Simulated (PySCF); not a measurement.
Vertical excitations of a molecule CH7F2NSi2 from TDDFT-PBE0/def2-SVPD run with PySCF, as energy in eV (oscillator strength): 5.60 (0.023), 6.00 (0.008), 6.22 (0.007), 6.91 (0.010), 7.20 (0.077), 7.43 (0.020), 7.59 (0.005), 7.61 (0.028), 7.79 (0.031), 7.95 (0.008). Lowest triplet (TDA): 5.32 eV. Geometry optimised at r2SCAN-D4/def2-SVP. The values are those of a single conformer.

**Question.** Which molecule gave these data?
A) NC([SiH2]F)[SiH2]F
B) C[Si@H](F)N[SiH2]F
C) NC[SiH2][SiH](F)F
D) FC(F)[SiH2]N[SiH3]

**Answer.** A, NC([SiH2]F)[SiH2]F
